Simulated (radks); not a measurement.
Effect of the nuclear size on neutral europium, [Xe] 4f7 6s2. All-electron calculation, Dirac Kohn-Sham, relativistic LDA (MacDonald-Vosko exchange, VWN5 correlation), spin-unpolarised, spherical densities, finite nucleus; open shells fill j = l - 1/2 first; Fermi nuclear charge, rms radius 5.1115 fm. Program: a radial shooting solver on a logarithmic mesh with Libxc functionals. The rms radius is varied about that value; shifts are against it.

rms radius (fm)  total energy shift (eV)  density at nucleus (e/bohr^3)  1s1/2 shift (meV)  2s1/2 shift (meV)  5s1/2 shift (meV)  5p1/2 shift (meV)  6s1/2 shift (meV)  4f7/2 shift (meV)  6p1/2 (empty) shift (meV)
4.585                              -3.62                      5.872e+05              -1480               -190              -1.41              0.189             -0.062              0.296                      0.058
4.7997                             -2.18                      5.806e+05               -894               -114             -0.847              0.114             -0.037              0.178                      0.035
5.1115                                 0                      5.717e+05              0.000              0.000              0.000              0.000              0.000              0.000                      0.000
5.3108                              1.45                      5.663e+05                594               75.8              0.562             -0.076              0.025             -0.118                     -0.023
6.3485                              9.64                      5.419e+05               3960                506               3.75             -0.503              0.165             -0.790                     -0.154

Slopes of the eigenvalues against <r^2> in GHz/fm^2, as finite differences over the two radii next to the reference (eigenvalue slopes, not the field-shift constants of lines): 1s1/2 69600, 2s1/2 8890, 5s1/2 65.9, 5p1/2 -8.86, 6s1/2 2.90, 4f7/2 -13.9, 6p1/2 (empty) -2.72.
